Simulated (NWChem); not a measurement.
System: ZnH$_{2}$O$_{2}$; SMILES [OH][Zn][OH]

Excerpt of the output:

```
             Northwest Computational Chemistry Package (NWChem) 7.3.0
             --------------------------------------------------------

                             Geometry "geometry" -> ""
                             -------------------------

 Output coordinates in angstroms (scale by  1.889725989 to convert to a.u.)

  No.       Tag          Charge          X              Y              Z
 ---- ---------------- ---------- -------------- -------------- --------------
    1 Zn                  30.0000     0.00000200     0.00000100     0.09065700
    2 O                    8.0000    -1.75505500     0.19131600     0.01299200
    3 H                    1.0000    -2.24746600    -0.43343700     0.55436500
    4 O                    8.0000     1.75505700    -0.19131400     0.01299200
    5 H                    1.0000     2.24746200     0.43343500     0.55436300

 Effective nuclear repulsion energy (a.u.)     177.9309315305

                              NWChem Property Module
                              ----------------------

  itol2e modified to match energy
  convergence criterion.

                                 NWChem DFT Module
                                 -----------------

 Summary of "ao basis" -> "ao basis" (spherical)
 ------------------------------------------------------------------------------
       Tag                 Description            Shells   Functions and Types
 ---------------- ------------------------------  ------  ---------------------
 Zn                         pcsseg-1                15       45   5s6p3d1f
 O                          pcsseg-1                 7       17   3s3p1d
 H                          pcsseg-1                 3        5   2s1p

  itol2e modified to match energy
  convergence criterion.

            General Information
            -------------------
          SCF calculation type: DFT
          Wavefunction type:  closed shell.
          No. of atoms     :     5
          No. of electrons :    48
           Alpha electrons :    24
            Beta electrons :    24
          Charge           :     0
          Spin multiplicity:     1
          Use of symmetry is: off; symmetry adaption is: off
          Maximum number of iterations: 150
          AO basis - number of functions:    89
                     number of shells:    35
          Convergence on energy requested:  1.00D-07
          Convergence on density requested:  1.00D-05
          Convergence on gradient requested:  5.00D-04

[...]

          -----------------------------------------
          Chemical Shielding Tensors (GIAO, in ppm)
          -----------------------------------------

                                NWChem CPHF Module
                                ------------------

  scftype          =     RHF
  nclosed          =       24
  nopen            =        0
  variables        =     1560
  # of vectors     =        3
  tolerance        = 0.10D-03
  level shift      = 0.00D+00
  max iterations   =       50
  max subspace     =       30

 SCF residual:    2.7050576404777881E-004

Iterative solution of linear equations
  No. of variables     1560
  No. of equations        3
  Maximum subspace       30
        Iterations       50
       Convergence  1.0D-04

   iter   nsub   residual    time
   ----  ------  --------  ---------
     1      3    4.58D-01      18.0
     2      6    3.60D-02      20.0
     3      9    4.72D-03      22.0
     4     12    5.11D-04      23.9
     5     15    7.01D-05      25.9

      Atom:    1  Zn
        Diamagnetic
   2527.0302     -0.3819      0.0000
     -0.3819   2518.1992      0.0000
      0.0000      0.0000   2517.9171

        Paramagnetic
    -28.9698    -61.6506     -0.0002
    -61.6506  -1282.1224     -0.0001
     -0.0002     -0.0001  -1277.4548

        Total Shielding Tensor
   2498.0604    -62.0325     -0.0002
    -62.0325   1236.0768     -0.0001
     -0.0002     -0.0001   1240.4622

           isotropic =    1658.1998
          anisotropy =    1264.3536

          Principal Components and Axis System
                 1           2           3
             2501.1022   1240.4622   1233.0349

      1         0.9988     -0.0000      0.0490
      2        -0.0490     -0.0000      0.9988
      3        -0.0000      1.0000      0.0000

      Atom:    2  O
        Diamagnetic
    406.0898      3.8916     -4.9314
      3.8916    376.7715     -8.0369
     -4.9314     -8.0369    374.1863

        Paramagnetic
    -42.1687     -8.4960     10.0206
     -8.4960     12.6514      0.5097
     10.0206      0.5097      9.5864

        Total Shielding Tensor
    363.9210     -4.6044      5.0892
     -4.6044    389.4229     -7.5272
      5.0892     -7.5272    383.7728

           isotropic =     379.0389
          anisotropy =      25.4936

          Principal Components and Axis System
                 1           2           3
              396.0346    378.6966    362.3855

      1        -0.2046      0.0884      0.9749
      2         0.7941      0.5973      0.1125
      3        -0.5724      0.7971     -0.1924

      Atom:    3  H
        Diamagnetic
     35.6382      8.1160     -7.3935
      8.1160     29.1463     -7.4669
     -7.3935     -7.4669     27.1272

        Paramagnetic
      0.4903      0.3250     -0.2549
      0.3250      1.0402     -0.0242
     -0.2549     -0.0242      1.0280

        Total Shielding Tensor
     36.1286      8.4410     -7.6483
      8.4410     30.1865     -7.4911
     -7.6483     -7.4911     28.1551

           isotropic =      31.4901
          anisotropy =      24.4996

          Principal Components and Axis System
                 1           2           3
               47.8231     25.0431     21.6040

      1         0.6977     -0.7155      0.0347
      2         0.5359      0.5535      0.6376
      3        -0.4754     -0.4262      0.7696
```

Level: BHandHLYP/pcSseg-1, GIAO. The geometry was optimised at PBE0/def2-SVP. The printed shielding anisotropy is the first printed principal value minus the mean of the other two.

Q: Which NWChem input produces such a log?

A: One answer among several that fit: the input that was run:
```
start job
memory heap 200 mb stack 900 mb global 1100 mb
geometry units angstroms noautosym nocenter noautoz
  Zn     0.000002     0.000001     0.090657
  O     -1.755055     0.191316     0.012992
  H     -2.247466    -0.433437     0.554365
  O      1.755057    -0.191314     0.012992
  H      2.247462     0.433435     0.554363
end
basis spherical
  Zn library pcsseg-1
  O library pcsseg-1
  H library pcsseg-1
end
dft
  xc bhlyp
  iterations 150
end
property
  shielding 3 1 2 3
end
task dft property
```
